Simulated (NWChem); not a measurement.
# BHOCl₂; SMILES OB(Cl)Cl

```xyz
5

B      0.3726     0.0306     0.0000
Cl    -0.4800    -1.5298     0.0000
Cl    -0.5401     1.5354     0.0000
O      1.7156     0.0966     0.0000
H      2.1387    -0.7765     0.0000
```
Atoms are numbered in this order, from 1.

All runs: NWChem. Pople sets run with spherical d functions. Coordinates come from a B3LYP/6-31G* (spherical d) optimisation. GIAO values for the isolated, static molecule; σ is the absolute isotropic shielding, δ = σ(reference) − σ with the isolated reference molecule computed at the same levels (11B: boron trifluoride, 1H: tetramethylsilane, 17O: water).

For level PBE0/pcSseg-1:

| Item | Value |
|---|---|
| δ B1 (ppm) | 23.8 |
| σ Cl2 (ppm) | 777.3 |
| σ Cl3 (ppm) | 792.8 |
| δ O4 (ppm) | 181.3 |
| δ H5 (ppm) | 5.65 |

Estimate the same quantities for level B3LYP/6-31G*.


| Quantity | Result |
|---|---|
| δ B1 (ppm) | 25.8 |
| σ Cl2 (ppm) | 798.2 |
| σ Cl3 (ppm) | 813.5 |
| δ O4 (ppm) | 150.0 |
| δ H5 (ppm) | 5.06 |
